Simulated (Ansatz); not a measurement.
Input (CCSDT(Q)/cc-pVDZ; Ansatz, a quantum-chemistry and plane-wave program):

Ansatz 0.2 input:
```yaml
crystal:
  periodic: [false, false, false]
  atoms:
    - {symbol: C, position_ang: [-0.10653003, 0.84035728, -0.65854052]}
    - {symbol: C, position_ang: [1.03850975, 0.01501155, -0.04680661]}
    - {symbol: O, position_ang: [0.10624141, -0.83808050, 0.65675634]}
    - {symbol: C, position_ang: [-1.02607411, -0.11310957, 0.12368049]}
    - {symbol: H, position_ang: [-0.14553746, 1.88228837, -0.34790541]}
    - {symbol: H, position_ang: [-0.19248063, 0.78415182, -1.74163313]}
    - {symbol: H, position_ang: [1.64790514, -0.55213497, -0.75514269]}
    - {symbol: H, position_ang: [1.69503106, 0.55027673, 0.64401094]}
    - {symbol: H, position_ang: [-1.62157858, 0.34445909, 0.91788655]}
    - {symbol: H, position_ang: [-1.66870450, -0.75795261, -0.48126709]}
basis:
  gaussian:
    orbitals: cc-pVDZ
magnetization: {spin_polarized: false}
correlation: {method: ccsdt_q, electrons: outside_noble_gas}
```

Output:

```
Functional definition: HF
integrals: 0.11 GiB planned
1660 factors; integrals over basis functions are off by at most 1.6e-7 eV
mean field: 0.32 GiB planned
mean field evaluation 1: about -5220.4424 eV, gradient 2.8e1 eV
mean field evaluation 2: about -5220.4439 eV, gradient 2.8e1 eV
mean field evaluation 4: about -5222.4145 eV, gradient 4.0e0 eV
mean field evaluation 8: about -5222.4503 eV, gradient 8.4e-5 eV
mean field evaluation 16: about -5222.4494 eV, gradient 1.7e-1 eV
mean field -5222.45025219 eV, -191.9215068641 hartree, gradient 2.3e-6 eV, S^2 0.000000; 0 other end points of the search recorded, 0 dependent functions left out
4 core orbitals not correlated
reference -5222.45025219 eV, -191.9215068641 hartree; 12, 12 occupied and 70, 70 virtual orbitals, 1660 factors
second order -16.33734027 eV of doubles, -0.00000000 eV of singles
coupled cluster: 3.80 GiB planned
cycle   1  -16.96937167 eV  change   -6.3e-1 eV  update   1.0e-1
cycle   2  -17.72440613 eV  change   -7.6e-1 eV  update   4.1e-2
cycle   3  -18.06509010 eV  change   -3.4e-1 eV  update   1.9e-2
cycle   4  -18.03133236 eV  change    3.4e-2 eV  update   4.9e-3
cycle   5  -18.02474777 eV  change    6.6e-3 eV  update   2.7e-3
cycle   6  -18.02808435 eV  change   -3.3e-3 eV  update   9.7e-4
cycle   7  -18.02903178 eV  change   -9.5e-4 eV  update   4.3e-4
cycle   8  -18.02887475 eV  change    1.6e-4 eV  update   1.9e-4
cycle   9  -18.02872294 eV  change    1.5e-4 eV  update   6.4e-5
cycle  10  -18.02881369 eV  change   -9.1e-5 eV  update   2.8e-5
cycle  11  -18.02873195 eV  change    8.2e-5 eV  update   1.3e-5
cycle  12  -18.02872914 eV  change    2.8e-6 eV  update   3.8e-6
cycle  13  -18.02872805 eV  change    1.1e-6 eV  update   1.7e-6
perturbative correction -0.03923713 eV, -0.0014419379 hartree
Total energy: -5240.51821737 eV, -192.5854923373 hartree
```
